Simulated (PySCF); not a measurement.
PySCF job for Al(H)(Cl)(OEt) (C2H6AlClO), SMILES CC[O][AlH][Cl], ωB97X-D3(BJ)/def2-SVP. Geometry optimised at ωB97X-D3(BJ)/def2-SVP. The structure was generated by enumeration; whether it is a known compound was not checked. Other conformers were not sampled.

```python
import numpy as np
from pyscf import gto, scf, dft, df
from pyscf.hessian import thermo

mol = gto.M(
    atom='''
    Al   -1.03611399    0.67256663    0.15605518
    H    -2.50218781    1.20691691    0.25781134
    Cl    0.41095742    1.67889462   -0.99114857
    O    -0.58859191   -0.72982026    0.98045307
    C     0.55164240   -1.54609253    1.09397090
    C     0.92834571   -2.17816526   -0.23844041
    H     1.40447072   -0.95812091    1.48250849
    H     0.33721998   -2.33211599    1.83894716
    H     1.18798787   -1.40125978   -0.97614814
    H     1.79742684   -2.84593231   -0.12563178
    H     0.08709459   -2.76995373   -0.63348610
    ''',
    basis='def2-SVP',
    charge=0,
    spin=0,
    max_memory=1600,
    verbose=3,
)
mf = dft.RKS(mol, xc='wb97x-d3bj').density_fit(auxbasis='def2-universal-jkfit')
mf.grids.level = 3
mf.conv_tol = 1e-11
mf.max_cycle = 100
mf.kernel()

# [left out here: the lines that compute and print the analytic Hessian (its translational invariance restored by hand, since the grid's response is missing), thermochemistry and intensities]
```

It prints:

```
[...]
       9   H                -0.02 -0.00 -0.05   -0.01 -0.02 -0.07   -0.01  0.04  0.13
      10   H                -0.04  0.04  0.02   -0.03  0.03  0.01    0.03 -0.04 -0.02
Mode                                 9                  10                  11
Irrep
Freq [cm^-1]                      755.4436            813.4504            961.0922
Reduced mass [au]                   3.6575              1.0935              1.9616
Force const [Dyne/A]                1.2298              0.4263              1.0676
Char temp [K]                    1086.9151           1170.3740           1382.7977
Normal mode                   x     y     z       x     y     z       x     y     z
       0  Al                -0.00  0.10 -0.07    0.00 -0.00  0.00   -0.01  0.03 -0.02
       1   H                -0.12 -0.26  0.22    0.00  0.00 -0.01   -0.02  0.01 -0.00
       2  Cl                -0.01 -0.01  0.01   -0.00 -0.00 -0.00   -0.00 -0.00  0.00
       3   O                -0.05 -0.06  0.06    0.02  0.02 -0.01    0.04 -0.07  0.01
       4   C                 0.07 -0.06  0.05   -0.05 -0.05  0.01    0.03 -0.05 -0.07
       5   C                 0.03 -0.03 -0.02   -0.03 -0.03  0.01   -0.09  0.09  0.08
       6   H                 0.06 -0.02  0.01    0.08  0.08 -0.46    0.12 -0.13 -0.15
       7   H                 0.14 -0.06  0.08    0.16  0.24  0.37    0.15 -0.16 -0.16
       8   H                -0.05  0.05  0.04    0.06  0.28  0.36    0.12 -0.04  0.02
       9   H                 0.03 -0.07 -0.23    0.11  0.15 -0.02   -0.08  0.18  0.53
      10   H                -0.04  0.06 -0.01    0.17 -0.01 -0.44    0.06 -0.09  0.04
Mode                                12                  13                  14
Irrep
Freq [cm^-1]                     1118.6269           1184.4363           1246.9206
Reduced mass [au]                   2.0867              1.6245              5.7750
Force const [Dyne/A]                1.5384              1.3427              5.2903
Char temp [K]                    1609.4551           1704.1401           1794.0411
Normal mode                   x     y     z       x     y     z       x     y     z
       0  Al                -0.00  0.01 -0.00    0.00 -0.01  0.00    0.01 -0.03  0.02
       1   H                -0.00  0.01  0.00    0.00 -0.00  0.01    0.01 -0.03  0.02
       2  Cl                -0.00 -0.00  0.00   -0.00 -0.00 -0.00   -0.00  0.00  0.00
       3   O                 0.02 -0.03 -0.02   -0.05 -0.01 -0.00   -0.12  0.12 -0.05
       4   C                 0.01  0.04  0.15    0.11  0.09 -0.03    0.12 -0.12  0.03
       5   C                -0.06  0.01 -0.13   -0.06 -0.07  0.02   -0.01  0.04 -0.01
       6   H                 0.02  0.02  0.17    0.22 -0.25  0.26    0.16 -0.09 -0.12
       7   H                 0.03  0.02  0.15   -0.31  0.02 -0.23    0.06 -0.03  0.08
       8   H                 0.22 -0.20 -0.25    0.04  0.15  0.29    0.07 -0.03 -0.06
       9   H                -0.04  0.08  0.23    0.12  0.15 -0.03   -0.05  0.00  0.14
      10   H                 0.19 -0.25 -0.26    0.07 -0.03 -0.31    0.01 -0.06  0.12
Mode                                15                  16                  17
Irrep
Freq [cm^-1]                     1319.8836           1387.9838           1432.9374
Reduced mass [au]                   1.1130              1.2293              1.3847
Force const [Dyne/A]                1.1424              1.3953              1.6752
Char temp [K]                    1899.0186           1996.9996           2061.6779
Normal mode                   x     y     z       x     y     z       x     y     z
       0  Al                -0.00  0.00 -0.00   -0.00  0.00 -0.00    0.00 -0.00  0.00
       1   H                -0.00  0.01 -0.00   -0.01 -0.00  0.00    0.01  0.00 -0.00
       2  Cl                 0.00  0.00 -0.00   -0.00 -0.00  0.00    0.00  0.00 -0.00
       3   O                 0.00 -0.05  0.01    0.01 -0.01  0.02   -0.01  0.01 -0.02
       4   C                -0.03  0.02  0.00    0.03 -0.03 -0.03   -0.06  0.06  0.08
       5   C                 0.04  0.05 -0.01    0.01 -0.04 -0.11    0.05 -0.06 -0.06
       6   H                 0.41 -0.42 -0.26   -0.21  0.16  0.22    0.30 -0.23 -0.24
       7   H                -0.45  0.37  0.24   -0.19  0.26  0.21    0.26 -0.33 -0.23
       8   H                -0.03 -0.08 -0.18   -0.03  0.29  0.24   -0.18  0.17  0.10
       9   H                -0.05 -0.07 -0.01    0.05  0.12  0.46    0.10  0.06  0.28
      10   H                -0.03  0.03  0.17   -0.25  0.07  0.31   -0.22  0.21  0.10
Mode                                18                  19                  20
Irrep
Freq [cm^-1]                     1470.0545           1486.3273           1514.7314
Reduced mass [au]                   1.0408              1.0545              1.0880
Force const [Dyne/A]                1.3253              1.3726              1.4708
Char temp [K]                    2115.0811           2138.4941           2179.3613
Normal mode                   x     y     z       x     y     z       x     y     z
       0  Al                -0.00 -0.00  0.00    0.00 -0.00 -0.00    0.00  0.00 -0.00
       1   H                -0.00  0.00 -0.00   -0.00  0.00  0.00   -0.01 -0.00  0.00
       2  Cl                 0.00 -0.00 -0.00    0.00  0.00  0.00   -0.00 -0.00  0.00
       3   O                 0.00  0.00 -0.00   -0.01  0.01 -0.00    0.01 -0.01  0.01
       4   C                -0.01 -0.02 -0.00    0.02 -0.02 -0.03    0.05 -0.02  0.06
       5   C                -0.03 -0.03  0.02    0.03 -0.01  0.04    0.01 -0.00  0.00
       6   H                -0.02  0.01 -0.02   -0.05 -0.07  0.21   -0.09  0.47 -0.44
       7   H                -0.00  0.03  0.06    0.10  0.13  0.16   -0.56 -0.16 -0.29
       8   H                 0.35 -0.32 -0.17   -0.54 -0.13 -0.31   -0.14 -0.04 -0.09
       9   H                 0.42  0.52 -0.13   -0.01 -0.00  0.30    0.00  0.01  0.11
      10   H                -0.30  0.37  0.03   -0.01  0.37 -0.46   -0.01  0.10 -0.13
Mode                                21                  22                  23
Irrep
Freq [cm^-1]                     2049.7334           3046.0040           3062.2423
Reduced mass [au]                   1.0446              1.0625              1.0381
Force const [Dyne/A]                2.5858              5.8083              5.7352
Char temp [K]                    2949.1100           4382.5215           4405.8848
Normal mode                   x     y     z       x     y     z       x     y     z
       0  Al                -0.03  0.01  0.00    0.00 -0.00  0.00    0.00 -0.00  0.00
       1   H                 0.92 -0.33 -0.06   -0.00  0.00 -0.00   -0.00  0.00 -0.00
       2  Cl                -0.00  0.00 -0.00    0.00  0.00 -0.00    0.00 -0.00 -0.00
       3   O                -0.00 -0.00  0.00   -0.00  0.00 -0.00   -0.00  0.00 -0.00
       4   C                 0.00 -0.00 -0.00   -0.04 -0.01 -0.05   -0.00 -0.00 -0.01
       5   C                -0.00  0.00  0.00    0.01 -0.00 -0.00   -0.01  0.02  0.05
       6   H                -0.00  0.00  0.00    0.64  0.46  0.28    0.08  0.06  0.04
       7   H                -0.01  0.00  0.00   -0.10 -0.34  0.31   -0.01 -0.03  0.03
       8   H                 0.00 -0.00 -0.00   -0.01 -0.05  0.04    0.14  0.42 -0.38
       9   H                 0.00  0.00  0.00   -0.08  0.06 -0.02    0.42 -0.32  0.06
      10   H                 0.00 -0.00 -0.00    0.03  0.02  0.01   -0.44 -0.30 -0.19
Mode                                24                  25                  26
Irrep
Freq [cm^-1]                     3102.0256           3161.0176           3163.3165
Reduced mass [au]                   1.1060              1.1053              1.1053
Force const [Dyne/A]                6.2707              6.5071              6.5166
Char temp [K]                    4463.1242           4548.0006           4551.3082
Normal mode                   x     y     z       x     y     z       x     y     z
       0  Al                -0.00  0.00 -0.00    0.00 -0.00 -0.00    0.00  0.00 -0.00
       1   H                 0.00 -0.00 -0.00   -0.00  0.00  0.00   -0.00 -0.00 -0.00
       2  Cl                 0.00  0.00  0.00   -0.00  0.00 -0.00   -0.00  0.00  0.00
       3   O                 0.00  0.00 -0.00   -0.00 -0.00  0.00   -0.00 -0.00 -0.00
       4   C                -0.04 -0.07  0.03    0.01  0.01 -0.01    0.01  0.01  0.00
       5   C                 0.01  0.01 -0.00   -0.00  0.08 -0.04    0.09  0.01  0.02
       6   H                 0.34  0.24  0.16   -0.04 -0.03 -0.02   -0.06 -0.05 -0.03
       7   H                 0.17  0.58 -0.55   -0.03 -0.09  0.09   -0.01 -0.03  0.03
       8   H                -0.03 -0.09  0.08   -0.18 -0.52  0.49   -0.02 -0.10  0.09
       9   H                 0.02 -0.01  0.00    0.41 -0.30  0.05   -0.47  0.37 -0.06
      10   H                -0.08 -0.05 -0.03   -0.21 -0.14 -0.10   -0.55 -0.39 -0.25
temperature 298.1500 [K]
pressure 101325.00 [Pa]
Rotational constants [GHz] 4.94833 1.78506 1.41509
Symmetry number 1
Zero-point energy (ZPE) 0.08011 [Eh]   210341.715 [J/mol]
                           tot       elec      trans        rot        vib
Entropy [J/mol/K]       362.112      0.000    167.198    115.662     79.252
Cv [J/mol/K]             96.497      0.000     12.472     12.472     71.554
Cp [J/mol/K]            104.812      0.000     20.786     12.472     71.554
Internal energy [J/mol]                      3718.434   3718.434 221918.890
Internal energy [Eh]   -857.45828  -857.54563
Enthalpy [J/mol]                             6197.391   3718.434 221918.890
Enthalpy [Eh]          -857.45733
Gibbs free energy [J/mol]                  -43652.567 -30766.274 198289.817
Gibbs free energy [Eh] -857.49845
static polarisability / bohr^3: [[54.873 -3.919 -2.652]
 [-3.923 56.42  -5.386]
 [-2.655 -5.388 47.993]]
largest difference of analytic and finite-field dipole derivatives / e: 0.0012136108725269157
mode   freq/cm-1   IR/(km/mol)   Raman/(A^4/amu)   depolarisation
   1       39.47         0.486             0.408            0.746
   2       76.04         3.584             0.803            0.712
   3      113.77         6.125             1.157            0.749
   4      238.06        14.438             1.107            0.734
   5      301.47         6.310             0.358            0.654
   6      446.43         3.020             0.219            0.074
   7      487.56       166.578             2.836            0.750
   8      524.62        53.340             7.466            0.163
   9      662.75        81.502            12.466            0.738
  10      755.44       193.723             6.385            0.083
  11      813.45         0.279             0.276            0.747
  12      961.09        23.060             5.748            0.720
  13     1118.63         7.306             4.306            0.308
  14     1184.44         9.599             0.641            0.721
  15     1246.92       322.416             2.403            0.338
  16     1319.88        17.847             9.037            0.742
  17     1387.98         1.651             1.166            0.496
  18     1432.94        38.045             3.859            0.565
  19     1470.05         6.242            19.102            0.714
  20     1486.33         0.271            19.168            0.744
  21     1514.73         2.049             6.530            0.735
  22     2049.73       141.723           130.611            0.160
  23     3046.00        66.372            92.559            0.141
  24     3062.24         9.588           146.469            0.018
  25     3102.03        33.744           126.873            0.625
  26     3161.02        24.861            40.992            0.613
  27     3163.32        21.067            69.523            0.728
max |gradient| / (hartree/bohr): 4.7442968174392624e-05
APT charges: [ 1.5485e+00 -3.4590e-01 -5.9600e-01 -1.0906e+00  6.7070e-01 -2.4200e-02
 -7.9500e-02 -7.2500e-02  1.1000e-03 -5.4000e-03 -6.3000e-03]
```

The calculation finished and met its thresholds.
